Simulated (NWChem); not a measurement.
Correlation energy of H3BN

SMILES: B[NH]
```xyz
5

B      0.6865    -0.1024     0.0000
N     -0.6301     0.0975     0.0000
H      1.4617     0.8401     0.0000
H      1.1440    -1.2344     0.0000
H     -1.6270     0.2236     0.0000
```
Charge 0, spin multiplicity 2.

The numbers come from NWChem runs, not from measurements. Structure: optimised with UB3LYP/def2-SVP, a minimum by its harmonic frequencies. It is one conformer; others weren't searched.

Basis set: cc-pVTZ. Each correlation energy counts from its own Hartree-Fock reference.

The correlated methods keep 2 core orbitals frozen. The structure started from a generated list of species. The unpaired electrons of the parent sit in orbitals of symmetry a' (Cs labels of the run); other states weren't searched. No SCF solution was tested for a lower state. Open-shell Hartree-Fock references start from PBE0 orbitals. Coupled-cluster values serve here as a point of comparison, not as the truth.

**Question.** Order these methods by the correlation energy they give, lowest first: URI-MP2, SCS-UMP2, CCSD on ROHF, CCSD[T] on ROHF.

**Answer.** CCSD[T] on ROHF (-332.1 mHa), CCSD on ROHF (-319.0 mHa), SCS-UMP2 (-287.1 mHa), URI-MP2 (-282.3 mHa)
